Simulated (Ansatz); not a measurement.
`C=[CH][SnH2][Cl]`, 9 atoms. The species carries charge 0 and has multiplicity 1. Correlated methods include outer-core shells of Sn, which these sets cover unevenly. Sn takes the def2 core potential. All runs use 4 threads of an Intel Xeon Platinum 8488C on a shared host. Correlated methods freeze the cores.

Q: Give the basis size and wall time and peak host memory of each of these runs in Ansatz. direct RPA on PBE orbitals/def2-TZVPP energy; RKS r2SCAN0-D4/def2-TZVPP energy; RKS ωB97M-V/def2-SVP energy; RKS ωB97M-V/def2-QZVPP energy; RKS r2SCANh-D4/def2-TZVPP energy; RHF-CCSD(T)/def2-TZVPP energy; RKS PBE0-D4/def2-SVP energy; RKS PBE0-D4/def2-QZVPP energy; RKS revPBE-D4/def2-TZVPP energy; RHF-CCSD(T)/def2-SVP energy; RKS PBE0-D4/def2-TZVP relaxation (23 steps); RKS PBE0-D4/def2-TZVP frequencies. (An estimate is asked.)

A: The calculation gave: Other jobs shared the machine, so times are rough.

| level | job | functions | wall time | peak host memory (GiB) |
| --- | --- | --- | --- | --- |
| RKS PBE0-D4/def2-SVP | energy | 97 | 0.75 s | 0.46 |
| RKS revPBE-D4/def2-TZVPP | energy | 224 | 1.1 s | 0.29 |
| RKS ωB97M-V/def2-SVP | energy | 97 | 2.5 s | 0.46 |
| RKS r2SCAN0-D4/def2-TZVPP | energy | 224 | 2.6 s | 0.59 |
| RKS r2SCANh-D4/def2-TZVPP | energy | 224 | 2.6 s | 0.58 |
| RHF-CCSD(T)/def2-SVP | energy | 97 | 3.1 s | 0.46 |
| direct RPA on PBE orbitals/def2-TZVPP | energy | 224 | 3.2 s | 0.54 |
| RKS PBE0-D4/def2-QZVPP | energy | 416 | 4.3 s | 1.4 |
| RKS ωB97M-V/def2-QZVPP | energy | 416 | 9 s | 1.7 |
| RKS PBE0-D4/def2-TZVP | relaxation (23 steps) | 179 | 43 s | 0.5 |
| RHF-CCSD(T)/def2-TZVPP | energy | 224 | 63 s | 3.9 |
| RKS PBE0-D4/def2-TZVP | frequencies | 179 | 77 s | 0.48 |
